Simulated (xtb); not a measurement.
xtb input (GFN-FF):

```bash
xtb mol.xyz --gfnff --opt tight --chrg 1 --uhf 0
```
mol.xyz:
```
3

Zn    -0.30827856    -0.15207599    -0.24021930
O      1.02502665     0.39964584     0.78710579
H      1.04814358     1.36511309     0.90973271
```

End of the output:

```
         :::::::::::::::::::::::::::::::::::::::::::::::::::::
         ::                     SUMMARY                     ::
         :::::::::::::::::::::::::::::::::::::::::::::::::::::
         :: total energy               1.151246268346 Eh    ::
         :: gradient norm              0.000069420377 Eh/a0 ::
         ::.................................................::
         :: bond energy               -0.203962479867 Eh    ::
         :: angle energy               0.003165352849 Eh    ::
         :: torsion energy             0.000000000000 Eh    ::
         :: repulsion energy           0.019794509570 Eh    ::
         :: electrostat energy         1.332651793833 Eh    ::
         :: dispersion energy         -0.000402908038 Eh    ::
         :: HB energy                  0.000000000000 Eh    ::
         :: XB energy                  0.000000000000 Eh    ::
         :: bonded atm energy          0.000000000000 Eh    ::
         :: external energy            0.000000000000 Eh    ::
         :: add. restraining           0.000000000000 Eh    ::
         :: total charge               1.000000000000 e     ::
         :::::::::::::::::::::::::::::::::::::::::::::::::::::

           -------------------------------------------------
          |                Property Printout                |
           -------------------------------------------------

molecular dipole:
                 x           y           z       tot (Debye)
 q only:        0.097       0.003       0.071       0.305
           -------------------------------------------------
          |                Geometry Summary                 |
           -------------------------------------------------

      molecular mass/u    :       82.3851282
   center of mass at/Å    :       -0.0777844      -0.1267260      -0.0702999
  moments of inertia/u·Å² :        0.3331083E-06   0.4301545E+02   0.4301545E+02
rotational constants/cm⁻¹ :        0.5060706E+08   0.3918971E+00   0.3918971E+00

 * 2 selected distances

     #   Z          #   Z                                           value/Å
     1  30 Zn       2   8 O                                       1.7110811 (max)
     2   8 O        3   1 H                                       0.9503839 (min)

 * 2 distinct bonds (by element types)

   Z      Z             #   av. dist./Å        max./Å        min./Å
   1 H    8 O           1     0.9503839     0.9503839     0.9503839
   8 O   30 Zn          1     1.7110811     1.7110811     1.7110811

optimized geometry written to: xtbopt.xyz

           -------------------------------------------------
          | TOTAL ENERGY                1.151246268346 Eh   |
          | GRADIENT NORM               0.000069420377 Eh/α |
           -------------------------------------------------
########################################################################
[WARNING] Runtime exception occurred
-1- gfnff_setup: Could not read topology file.
########################################################################

------------------------------------------------------------------------
------------------------------------------------------------------------
 total:
 SCF:
Note: The following floating-point exceptions are signalling: IEEE_UNDERFLOW_FLAG IEEE_DENORMAL
normal termination of xtb
 ANC optimizer:
```
